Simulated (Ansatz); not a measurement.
`[OH][Al]([OH])[Cl]` + HCl → `[OH][Al]([Cl])[Cl]` + H₂O  (ligand exchange at the Al–O bond)

Computed with Ansatz on PBE0-D4/def2-TZVP structures; ΔE is electronic, products minus reactants. CCSD(T)/CBS adds triple-zeta CCSD(T) − MP2 to the extrapolated MP2 energy (def2 sets, frozen cores). This one scheme is used for every species. Functionals use def2-TZVPP. Each species was taken in one conformer, which may not be the lowest.

`[OH][Al]([OH])[Cl]`:

Cartesian coordinates in Å:
```
O -0.930 -1.329 0.233
Al 0.045 0.029 0.064
O 0.093 0.791 -1.432
Cl 1.169 0.751 1.674
H -1.003 -1.810 1.056
H 0.626 1.567 -1.596
```

HCl:

```xyz
2

Cl    0.095    0.155   -0.613
H    -0.095   -0.155    0.613
```

`[OH][Al]([Cl])[Cl]`:

Z-matrix (Å, degrees):
```
Al
O 1 1.677
Cl 1 2.080 2 121.5
Cl 1 2.070 2 118.5 3 -179.9
H 2 0.956 1 123.2 3 -0.1
```

H₂O:

Cartesian coordinates in Å:
```
O 0.274 0.246 0.127
H 0.393 -0.523 -0.436
H -0.667 0.277 0.309
```

```tsv
level	ΔE (kJ/mol)	difference from CCSD(T)/CBS
revPBE-D4	-25.9	0.2
r2SCAN0-D4	-26.0	0.1
BHLYP-D4	-24.0	2.1
ωB97M-V	-23.6	2.5
B2PLYP	-19.9	6.2
PBE	-24.0	2.1
BLYP	-16.5	9.6
r2SCAN	-23.5	2.6
r2SCAN0	-25.7	0.4
CCSD/def2-TZVPP	-20.4	5.7
CCSD(T)/CBS	-26.1	0
```

Largest T1 diagnostic among the species: 0.011.

Leaving LDA and LC-ωPBE aside and taking each functional with its dispersion term where it has one, the values, not all of them listed here, spread over 10.0 kJ/mol, from HSE06-D4 to CAM-B3LYP-D4. LDA lies +4.3 kJ/mol from PBE without D4. From BLYP to BHLYP (50 % exact exchange), in def2-TZVPP and without D4, ΔE moves by −4.8 kJ/mol.
